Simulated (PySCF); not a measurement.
Al(F)(Me)(OSiH3) (CH6AlFOSi), SMILES [CH3][Al]([F])[O][SiH3]. Atoms are numbered in the order given.

```xyz
11

Al     0.1353     0.3337     0.9005
F     -0.8310    -0.4391     2.0148
C      1.3447     1.7227     1.4781
H      1.9075     2.1577     0.6390
H      2.0678     1.3278     2.2102
H      0.7940     2.5333     1.9822
O     -0.0115    -0.1660    -0.7074
Si    -0.3928    -0.8682    -2.1480
H      0.1161    -0.0258    -3.2723
H     -1.8738    -1.0097    -2.2917
H      0.2316    -2.2227    -2.2455
```

Geometry optimised at PBE0-D3(BJ)/def2-SVP. Other conformers were not sampled.

Two levels are set side by side: PBE/pcSseg-1 (PySCF) and B3LYP/pcSseg-1 (PySCF). GIAO shifts against CFCl3 (¹⁹F), H2O (¹⁷O), TMS (²⁹Si), TMS (¹H), TMS (¹³C) at the same level; non-relativistic, no solvent, atoms listed together averaged. Differences are taken from unrounded values.

```csv
quantity,B3LYP
δ(¹⁹F) of F2 (ppm),-166.7
δ(¹³C) of C3 (ppm),-17.7
δ(¹⁷O) of O7 (ppm),40.0
δ(²⁹Si) of Si8 (ppm),-47.1
"δ(¹H) of H9, H10, H11 (ppm)",5.31
```

Task: What does PBE give, and how far is it from B3LYP? (An estimate is asked for; the answer gives what the named calculation found.)

Result: 
```csv
quantity,PBE,PBE minus B3LYP
δ(¹⁹F) of F2 (ppm),-177.1,-10.4
δ(¹³C) of C3 (ppm),-17.7,0.0
δ(¹⁷O) of O7 (ppm),45.8,5.8
δ(²⁹Si) of Si8 (ppm),-42.2,4.9
"δ(¹H) of H9, H10, H11 (ppm)",5.63,0.32
```

Rough cost on one machine, each run with all the roots and properties that it gave: B3LYP against PBE within a factor of 2.
